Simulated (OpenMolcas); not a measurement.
## La I: from CASSCF to CASPT2

```yaml
Program: OpenMolcas
Basis: ANO-RCC-VDZP [7s6p4d2f1g]
Scalar_Hamiltonian: DKH2, point nucleus
Active_space: 3 electrons in 6 orbitals (5d 6s)
State_averaging: 2S+1 = 2 even, 65 roots; 2S+1 = 4 even, 20 roots kept (CI in the orbitals of an earlier block)
Spin-orbit_coupling: RASSI with atomic mean-field integrals over the reference wave functions, term energies averaged over their components
```

Methods on the same reference wave functions:
A. CASSCF
B. SS-CASPT2, IPEA 0.25 Eh, imaginary shift 0.1 Eh (closed shells correlated: 5s 5p)
C. MS-CASPT2, IPEA 0.25 Eh, imaginary shift 0.1 Eh (closed shells correlated: 5s 5p)

Energies in cm-1 above 5d 6s2 2D 3/2, the measured ground level; measured values from NIST Handbook of Basic Atomic Spectroscopic Data.

```
               Level      A      B      C  Measured
5d2 6s 4F 3/2 [69 %]   -704   1883   2440      2668
       5d2 6s 4F 5/2   -232   2210   2770      3010
5d 6s2 2D 3/2 [69 %]    0.0    0.0    0.0       0.0
       5d2 6s 4F 7/2    323   2650   3250      3495
       5d 6s2 2D 5/2    572    719    883      1053
       5d2 6s 4F 9/2    928   3260   3860      4122
       5d2 6s 4P 1/2   6055   7150   7740      7231
       5d2 6s 4P 3/2   6286   7370   7980      7491
       5d2 6s 4P 5/2   6597   7530   8150      7680
       5d2 6s 2F 5/2   7612   6650   7110      7012
       5d2 6s 2P 1/2   8180   8080   8490      9044
       5d2 6s 2F 7/2   8442   7530   8030      8052
5d2 6s 2P 3/2 [65 %]   8474   8770   8510          
       5d2 6s 2G 7/2   9842   9840  10360      9961
       5d2 6s 2G 9/2   9869   9900  10370      9920
5d2 6s 2D 5/2 [74 %]  10665   8580   9590      9184
          5d3 4F 3/2  10924  11640  12230     12431
          5d3 4F 5/2  11262  12010  12610     12787
          5d3 4F 7/2  11736  12500  13100     13238
          5d3 4F 9/2  12323  13070  13660     13747
          5d3 4P 1/2  17488  16730  17320     16617
          5d3 4P 3/2  17678  16880  17450     16735
          5d3 4P 5/2  18019  17280  17870     17099
          5d3 2G 7/2  19473  17390  18080     17023
```

A puts 5d2 6s 4F 3/2 [69 %] lowest.

Deviations, from unrounded energies. A percentage is the sum of absolute deviations over the sum of measured energies, with the sign that they share, or ± where signs differ.

```json
{"Against measurement": "mean absolute deviation (cm-1)", "Levels": "22", "A": "1400", "B": "470", "C": "380"}
{"Against measurement": "fine structure of the ground term (%)", "Levels": "1", "A": "-45.7", "B": "-31.7", "C": "-16.1"}
{"Against measurement": "other configurations (%)", "Levels": "21", "A": "±14.9", "B": "±4.8", "C": "±3.9"}
```

C lies closest to measurement on these levels and A furthest from it. The largest miss of C in the table is 5d3 2G 7/2, by +1100 cm-1. The ranking rests on the paired levels alone, and a cruder setting can come out closer through cancelling errors.

Between B and C the level of the table that moves most is 5d2 6s 2D 5/2 [74 %], by 1000 cm-1 (lowest in B, highest in C). Moves below CASPT2's spread within the term are not significant.

The mean deviations of B to C differ by less than CASPT2's widest spread within a term (730 cm-1), so their order carries little weight.

The lowest spin-free term lies below A's lowest term by 0.224 hartree in B, 0.227 hartree in C.

CASPT2 breaks the degeneracy within a term, and the mean is taken; among the terms shown or strongly mixed into the levels shown the widest spread is 730 cm-1 (5d2 6s 2F, C). Over all roots computed the reference weight is 0.85 to 0.92 in B, 0.85 to 0.92 in C; the roots of lowest weight are the least certain, and an intruder state may touch them. Some levels mix across a computed gap that differs much from the measured one, so their mixing is not that of the real levels. Terms from blocks run as CI alone lack orbitals of their own. Configurations are named by rounded mean occupations; where the s occupation lies near a half they are strongly mixed, a name can repeat and a true partner stay unpaired. A single d shell beside an s shell can misplace configurations of different d count against each other. Without dynamic correlation excited terms often stand tens of per cent too high (terms of higher spin than the ground term too low), and those without a measured partner can miss by more than the paired ones (holds for A). The lowest computed level is not the ground level that NIST lists (2D3/2) (holds for A). The lowest spin-free term belongs to 5d 6s2, not to the configuration of the lowest level (holds for A). The CASPT2 spread within a term exceeds the gap to the next term for 5d2 6s 2F and 5d2 6s 4P, so the order of their levels is uncertain, and so are names and mixing where such terms share a J (holds for B; C). Measured partners are found by configuration, term and J. A level has none where our copy of the source lacks it or the pairing is in doubt (some pairs that miss far off the trend of their configuration count as doubtful), and it then counts in no deviation. Only configurations of the active space appear. Levels that lie high or do not pair safely by name in every column are left out.

A share in square brackets marks a mixed level and gives the weight of the term that names it, the lowest over the columns.
